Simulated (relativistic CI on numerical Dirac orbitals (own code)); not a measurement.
# Se XVII: sensitivity of the levels to the model

Base calculation: Dirac-Coulomb-Breit CI, separate exchange-only KLI orbitals for each configuration, model QED, unscaled Slater integrals.

Configurations in the expansion (outside the closed core [Ne]): 3s2 3p6, 3s2 3p5 3d, 3s 3p6 3d, 3s2 3p5 4s, 3s2 3p5 4p, 3s2 3p5 4d, 3s 3p6 4s, 3s2 3p5 4f, 3s 3p6 4p, 3p6 3d 4p, 3s 3p6 4d, 3s2 3p5 5s, 3s 3p6 4f, 3s2 3p5 5p, 3s2 3p5 5d, 3s2 3p5 5f, 3s2 3p5 5g, 3s 3p6 5s, 3s2 3p5 6s, 3s 3p6 5p, 3s2 3p5 6p, 3s2 3p5 6d, 3s 3p6 5d, 3p6 3d2, 3p5 3d3, 3p5 3d2 4s, 3p5 3d2 4p, 3p5 3d2 4d, 3p6 3d 4s, 3p5 3d 4s2, 3p5 3d 4s 4p, 3p5 3d 4s 4d. Double excitations out of closed p, d and f shells are left out; levels of such configurations are missing from the list, as are those of other unlisted configurations, and high levels can miss mixing partners. These lack a partner that the ground configuration has and come out too high: 3s2 3p5 4f, 3s2 3p5 5s, 3s2 3p5 5p, 3s2 3p5 5d, 3s2 3p5 5f.

Variants: (1) P86 correlation estimate; (2) Breit term removed; (3) non-relativistic limit. Shifts of the energy above 3s2 3p6 1S_0, in cm⁻¹, for the lowest level and the first level of each name with at least 55 % of one term (blank where a level changes its place among those of its configuration and J or its character, or is not in the variant):

```tsv
Level	Base	Δ(1)	Δ(2)	Δ(3)
3s2 3p6 1S_0	0	0	0	0
3s2 3p5 3d 3P°_0	647495	+1452	+979	-4947
3s2 3p5 3d 3P°_1	657116	+1452	+1467	-14568
3s2 3p5 3d 3P°_2	677229	+1452	+2065	-34680
3s2 3p5 3d 3F°_4	685917	+1455	+2218	-16044
3s2 3p5 3d 3F°_3	690341	+1454	+1609	-20468
3s2 3p5 3d 3F°_2	706212	+1454	+1598	-36339
3s2 3p5 3d 3D°_3	737983	+1451	+1959	-16757
3s2 3p5 3d 3D°_1	760096	+1451	+1928	-38870
3s2 3p5 3d 3D°_2	780264	+1451	+2908	-59038
3s2 3p5 3d 1P°_1	973058	+1453	+2184	-38667
3s 3p6 3d 3D_1	1297153	+2777	+1097	-84347
3s 3p6 3d 3D_2	1301215	+2776	+1444	-88409
3s 3p6 3d 3D_3	1308590	+2776	+1988	-95784
```

At this charge energies of transitions that change n are usually good to better than 1 %, and those within a shell (Δn = 0) to a few per cent.

Ionisation energy from the two ground configurations alone: base 649.411 eV; P86 correlation estimate 651.173 eV; Breit term removed 649.689 eV. The NIST ASD value (semi-empirical) is 650.5 eV.

LS names give the leading component of a level, which can be under half, so a name can repeat, a term be missing and a line seem to break the LS rules.
